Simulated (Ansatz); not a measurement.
CH7OSi2 (`C[Si](O)[SiH3]`) radical. The species carries charge 0 and has multiplicity 2. All single points use the PBE0-D4/def2-TZVP geometry. It is one conformer, not always the lowest.

```xyz
11

C    -1.674    0.262   -0.318
Si    0.135    0.065   -0.791
O     0.842    1.547   -1.046
Si    1.415   -1.036    0.829
H    -2.254    0.704   -1.132
H    -1.775    0.901    0.565
H    -2.110   -0.713   -0.089
H     0.339    2.195   -1.542
H     1.439   -0.348    2.152
H     0.830   -2.392    1.021
H     2.814   -1.186    0.351
```

(1) What is the dipole moment at ωB97M-V/def2-TZVPP? (An estimate is asked.)

(2) And with PBE, r2SCAN, B3LYP? (Best estimate.)

(3) Give the Mulliken charges with ωB97M-V, r2SCAN, B3LYP in def2-TZVPP. (An estimate is asked.)

Answers

(1) The calculation gave: 2.13 D, with components (-1.83, 0.86, -0.66) D in this frame, pointing from negative to positive charge.

(2) Ansatz gave: PBE 2.13 D, r2SCAN 2.15 D, B3LYP 2.11 D.

(3) The calculation gave: 
```tsv
atom	ωB97M-V	r2SCAN	B3LYP
C1	-0.44	-0.31	-0.39
Si2	0.29	0.33	0.32
O3	-0.36	-0.40	-0.38
Si4	0.04	0.16	0.14
H5	0.12	0.07	0.10
H6	0.13	0.08	0.11
H7	0.12	0.08	0.11
H8	0.17	0.19	0.18
H9	-0.03	-0.07	-0.06
H10	-0.03	-0.07	-0.07
H11	-0.02	-0.06	-0.06
```

B3LYP here is the variant with VWN-RPA as its local correlation; programs differ in this.
